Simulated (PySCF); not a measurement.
## ORD: `C([SiH3])=C=C[SiH3]`, C₃H₈Si₂

Molfile (atoms numbered from 1):
```
C3H8Si2
     RDKit          3D

 13 12  0  0  0  0  0  0  0  0999 V2000
    2.5923    0.1379    0.5548 Si  0  0  0  0  0  4  0  0  0  0  0  0
    1.3285    0.0513   -0.8060 C   0  0  0  0  0  0  0  0  0  0  0  0
    0.1436   -0.4431   -0.5919 C   0  0  0  0  0  0  0  0  0  0  0  0
   -1.0433   -0.9059   -0.3250 C   0  0  0  0  0  0  0  0  0  0  0  0
   -2.3918    0.2170    0.2904 Si  0  0  0  0  0  4  0  0  0  0  0  0
    3.7998   -0.6543    0.1981 H   0  0  0  0  0  0  0  0  0  0  0  0
    3.0209    1.5461    0.7693 H   0  0  0  0  0  0  0  0  0  0  0  0
    1.9918   -0.3995    1.8005 H   0  0  0  0  0  0  0  0  0  0  0  0
    1.5662    0.4258   -1.8002 H   0  0  0  0  0  0  0  0  0  0  0  0
   -1.2329   -1.9689   -0.4634 H   0  0  0  0  0  0  0  0  0  0  0  0
   -3.5475    0.2086   -0.6461 H   0  0  0  0  0  0  0  0  0  0  0  0
   -1.8527    1.5943    0.4065 H   0  0  0  0  0  0  0  0  0  0  0  0
   -2.8801   -0.2446    1.6175 H   0  0  0  0  0  0  0  0  0  0  0  0
  1  2  1  0
  2  3  2  0
  3  4  2  0
  4  5  1  0
  1  6  1  0
  1  7  1  0
  1  8  1  0
  2  9  1  0
  4 10  1  0
  5 11  1  0
  5 12  1  0
  5 13  1  0
M  END
```

Method used: TDDFT CAM-B3LYP/def2-TZVPD circular dichroism and optical rotation, one conformer, gas phase (PySCF). Geometry: PBE0-D3(BJ)/def2-TZVP.

No stereocentre is labelled: unless the shape is locked (an allene, a helicene, a hindered biaryl), the mirror image is equally populated and a measured rotation or CD is zero. Singlets 4 and 5, 9 and 10 lie within 0.01 eV of each other, so their separate moments and overlaps can depend on how they mix.

What is the specific rotation at 633, 589.3, 546, 436, 405, 365, 355 nm?

[α] in deg dm⁻¹ (g/mL)⁻¹:
```
λ (nm)  origin-invariant length gauge  modified velocity gauge  length gauge (centre of mass)  isotropic polarisability (au)
   633                         +400.0                   +404.7                         +399.5                          101.4
 589.3                         +471.4                   +476.9                         +470.8                          102.0
   546                         +563.8                   +570.3                         +563.1                          102.8
   436                         +986.1                   +997.1                         +984.8                          106.2
   405                        +1200.8                  +1214.0                        +1199.1                          107.8
   365                        +1610.5                  +1627.7                        +1608.0                          110.6
   355                        +1748.4                  +1766.9                        +1745.7                          111.5
```

And for the mirror image at 589.3 nm?

-471.4 deg dm⁻¹ (g/mL)⁻¹ (origin-invariant length gauge): the same size and the opposite sign.

What is the molar rotation [Φ] = [α]·M/100 of the geometry above at 589.3 nm?

With M = 100.27 g/mol, +472.6 deg cm² dmol⁻¹ (origin-invariant length gauge).

The first excitation lies at 5.67 eV (219 nm) with R = -3.5 × 10⁻⁴⁰ esu² cm² (velocity form).
